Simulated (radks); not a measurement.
Values are calculated unless marked as measured or tabulated.
All-electron atom: Hg XXIV in [Kr] 4d10 4f11 (the NIST ground configuration). Level of theory: Dirac Kohn-Sham, exchange-only PBE, spin-unpolarised, spherical densities, finite nucleus; open shells fill j = l - 1/2 first; Fermi nuclear charge, rms radius 5.4648 fm (a radial shooting solver on a logarithmic mesh with Libxc functionals). Some entries of the table are withheld. Estimate them.

orbital,occ.,eigenvalue (Ry),<r^2> (bohr^2),<r> (bohr)
1s1/2,2,-6147.591,0.0003810,0.01659
2s1/2,2,-1127.209,0.005739,0.06925
2p1/2,2,-1083.838,(1),0.05691
2p3/2,4,-940.6158,(2),0.06558
3s1/2,2,-302.5323,0.03716,0.1799
3p1/2,2,-282.9331,0.03382,0.1702
3p3/2,4,-251.1283,0.04017,0.1860
3d3/2,4,-218.5901,0.03072,0.1618
3d5/2,6,-211.7662,0.03245,0.1666
4s1/2,2,-100.7094,0.1744,0.3932
4p1/2,2,-92.24148,0.1763,0.3939
4p3/2,4,-84.21568,0.2048,0.4250
4d3/2,4,-70.30909,0.2088,0.4261
4d5/2,6,-68.75956,0.2179,0.4356
4f5/2,6,(3),0.2166,(4)
4f7/2,5,(5),0.2208,(6)

Answer. 
(1) 2p1/2 <r^2> (bohr^2): 0.004052
(2) 2p3/2 <r^2> (bohr^2): 0.005237
(3) 4f5/2 eigenvalue (Ry): -50.82523
(4) 4f5/2 <r> (bohr): 0.4309
(5) 4f7/2 eigenvalue (Ry): -50.45329
(6) 4f7/2 <r> (bohr): 0.4353
